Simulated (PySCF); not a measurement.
C3H6N2Si, SMILES C1=NC[SiH2]N=C1.

Coordinates come from a B3LYP-D3(BJ)/def2-SVP optimisation. The structure was generated by enumeration, and PubChem lists no compound with its InChIKey, so it may never have been made. One conformer was computed; it need not be the lowest.

Calculation: ωB97X/def2-TZVP in PySCF.

Isolated molecule, no solvent.

Computed frontier levels, gap, dipole moment and polarisability:
```yaml
highest_occupied_level: -8.90 eV
lowest_empty_level: -0.04 eV
orbital_gap: 8.87 eV
dipole_moment: 0.54 D
quadrupole, principal values (traceless, Buckingham form, about the centre of nuclear charge): -11.71, 1.05, 10.66 D·Å
mean_static_polarisability: 69.8 bohr³ (10.34 Å³)
polarisability_principal_values: 52.3, 71.0, 86.0 bohr³
```
